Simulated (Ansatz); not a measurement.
CH6GeO3, SMILES `[CH3][Ge]([OH])([OH])[OH]`. The species carries charge 0 and has multiplicity 1.

```xyz
11

C    -0.554   -1.365    0.750
Ge    0.090    0.221   -0.122
O     1.861    0.304   -0.093
O    -0.522    1.688    0.665
O    -0.417    0.280   -1.820
H    -0.072   -1.470    1.721
H    -1.633   -1.294    0.888
H    -0.325   -2.237    0.138
H     2.213    0.461   -0.973
H     0.194    2.293    0.872
H    -0.835    1.119   -2.027
```

(1) What are the harmonic wavenumbers in cm⁻¹ at PBE0-D4/def2-TZVP (Ansatz, finite differences of forces, unscaled)? (An estimate is asked.)

(2) Is this a minimum?

(3) Give the ideal-gas thermochemistry at 298.15 K and 1 bar (rigid rotor, harmonic oscillator; point group C3, symmetry number 3).

(4) And at 400, 500, 600, 800 and 1000 K?

## Answers

(1) The calculation gave: 101, 103, 103, 203, 203, 252, 252, 260, 322, 626, 715, 720, 720, 806, 806, 899, 912, 912, 1272, 1450, 1450, 3076, 3173, 3173, 3891, 3891, 3892.

(2) Yes, all 27 modes are real.

(3) Zero-point energy 204.5 kJ/mol; H(298) − E = 229.9 kJ/mol; entropy 368.5 J/(mol·K), of which translation 170.4, rotation 102.1, vibration 96.0; G(298) − E = 120.1 kJ/mol.

(4) 
```
T (K)  H − E (kJ/mol)  S (J/mol/K)  G − E (kJ/mol)
  400           244.1        409.3            80.4
  500           259.8        444.2            37.7
  600           276.6        474.9            -8.3
  800           313.1        527.2          -108.7
 1000           352.2        570.8          -218.6
```
